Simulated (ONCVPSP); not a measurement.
## Scattering properties, ONCV potential for O (Z = 8)

ONCVPSP 4.0.1 input, shortened (lines: element, Z, core and valence counts, functional; n l f; lmax; l rc ep ncon nbas qcut; lloc lpopt rc5 dvloc0; l nproj debl; icmod fcfact rcfact), revPBE, scalar-relativistic:

```
  O 8.00    1    2  -102130      upf
    1    0    2.00
    2    0    2.00
    2    1    2.00
    2
    0    0.75    0.00    4    9    7.80
    1    1.40    0.00    4    8   10.20
    2    1.30    0.21    5    9    8.00
    4    4    0.65    1.00
    0    2    1.20
    1    2    1.90
    2    2    1.80
    0    0.00    0.00
```

In the s channel the program set the typed energies aside and used -2.147, 0.250 Ha.

The phase is arctan(r·R′/R) of the radial function R(r), unwrapped; energies in Ha, scanned from -4 to 5 Ha. A pole is an energy at which the radial function vanishes at the test radius. The pseudo phase is shifted by a multiple of π to meet the all-electron one at the reference energy, and phase errors are pseudo minus all-electron; the curves can meet again beyond the range given. Levels narrower than the energy grid can be missing from the lists of poles.

| channel | radius (bohr) | reference energy (Ha) | poles, all-electron | poles, pseudo | unbroken range about the reference energy with phases within 0.05 rad | phase error 1 Ha above the reference energy (rad) |
| --- | --- | --- | --- | --- | --- | --- |
| s | 0.76 | -2.15 | none | none | the whole range | -0.000 |
| p | 1.42 | -1.59 | -0.79 | -0.79 | the whole range | +0.000 |
| d | 1.32 | 0.21 | 4.87 | 4.87 | the whole range | +0.000 |

Phases in the p channel:

| E (Ha) | all-electron | pseudo |
| --- | --- | --- |
| -3.98 | 1.084 | 1.084 |
| -3.74 | 1.038 | 1.038 |
| -3.50 | 0.979 | 0.979 |
| -3.26 | 0.898 | 0.899 |
| -3.02 | 0.784 | 0.784 |
| -2.78 | 0.612 | 0.612 |
| -2.54 | 0.342 | 0.342 |
| -2.30 | -0.065 | -0.065 |
| -2.06 | -0.540 | -0.540 |
| -1.82 | -0.925 | -0.925 |
| -1.58 | -1.179 | -1.179 |
| -1.34 | -1.345 | -1.345 |
| -1.10 | -1.461 | -1.461 |
| -0.86 | -1.549 | -1.549 |
| -0.62 | -1.621 | -1.621 |
| -0.38 | -1.685 | -1.685 |
| -0.14 | -1.746 | -1.746 |
| 0.10 | -1.807 | -1.807 |
| 0.34 | -1.872 | -1.872 |
| 0.58 | -1.948 | -1.948 |
| 0.82 | -2.039 | -2.039 |
| 1.06 | -2.156 | -2.156 |
| 1.30 | -2.314 | -2.314 |
| 1.54 | -2.534 | -2.533 |
| 1.78 | -2.833 | -2.832 |
| 2.02 | -3.192 | -3.191 |
| 2.26 | -3.541 | -3.539 |
| 2.50 | -3.817 | -3.814 |
| 2.74 | -4.014 | -4.012 |
| 2.98 | -4.155 | -4.153 |
| 3.22 | -4.256 | -4.255 |
| 3.46 | -4.333 | -4.331 |
| 3.70 | -4.393 | -4.391 |
| 3.94 | -4.440 | -4.438 |
| 4.18 | -4.479 | -4.477 |
| 4.42 | -4.512 | -4.510 |
| 4.66 | -4.540 | -4.538 |
| 4.90 | -4.564 | -4.562 |
